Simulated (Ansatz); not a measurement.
Consider the hydrogenolysis of the Si–F bond: `F[Si]1([AlH2])C[SiH2]1` + H₂ → `[AlH2][SiH]1C[SiH2]1` + H–F.

Computed with Ansatz on PBE0-D4/def2-TZVP structures; ΔE is electronic, products minus reactants. CCSD(T)/CBS is the MP2 limit (def2-TZVPP, def2-QZVPP) plus CCSD(T) − MP2 in def2-TZVPP, frozen cores. This one scheme is used for every species. Functionals use def2-TZVPP.

`F[Si]1([AlH2])C[SiH2]1`:

Cartesian coordinates in Å:
```
F 2.120 -1.144 -0.854
Si 1.441 0.151 -0.181
Al -0.317 1.278 -1.497
C 0.615 -0.481 1.368
Si -0.961 -0.525 0.293
H -0.767 2.649 -0.832
H -0.259 0.996 -3.054
H 0.518 0.269 2.154
H 0.975 -1.430 1.761
H -1.274 -1.906 -0.146
H -2.091 0.142 0.987
```

H₂:

Z-matrix (Å, degrees):
```
H
H 1 0.746
```

`[AlH2][SiH]1C[SiH2]1`:

Z-matrix (Å, degrees):
```
Si
Si 1 2.410
Al 1 2.754 2 54.9
C 1 1.875 2 50.8 3 144.7
H 1 1.484 2 126.5 3 52.4
H 1 1.478 2 118.7 3 -113.3
H 2 1.503 1 92.4 3 110.8
H 3 1.585 1 122.0 2 -98.7
H 3 1.586 1 101.2 2 118.5
H 4 1.087 1 117.0 2 113.4
H 4 1.087 1 113.8 2 -113.1
```

H–F:

Z-matrix (Å, degrees):
```
F
H 1 0.920
```

Problem. Is it downhill or uphill in electronic energy at CCSD(T)/CBS, and by how much? (Estimate.)

Solution. The calculation gave: Uphill: ΔE = +103.2 kJ/mol.

Problem. What do these levels give: PBE-D4, ωB97X-V, ωB97M-V, PBE, r2SCAN, PBE0, MP2/def2-TZVPP, SCS-MP2/def2-TZVPP, HF/def2-QZVPP, MP2/def2-QZVPP, SCS-MP2/def2-QZVPP, MP2/CBS(def2)? (Estimate.)

Solution. The calculation gave: PBE-D4 106.5, ωB97X-V 109.4, ωB97M-V 111.6, PBE 104.9, r2SCAN 114.2, PBE0 98.5, MP2/def2-TZVPP 101.0, SCS-MP2/def2-TZVPP 104.2, HF/def2-QZVPP 110.4, MP2/def2-QZVPP 102.8, SCS-MP2/def2-QZVPP 105.9, MP2/CBS(def2) 102.8 kJ/mol.

Largest T1 diagnostic among the species: 0.015.

In def2-TZVPP, CCSD(T) changes the Hartree–Fock value by −6.7 kJ/mol (the triples alone add +0.6 kJ/mol) and MP2 by −7.1 kJ/mol. From PBE to PBE0 (25 % exact exchange), in def2-TZVPP and without D4, ΔE moves by −6.4 kJ/mol.
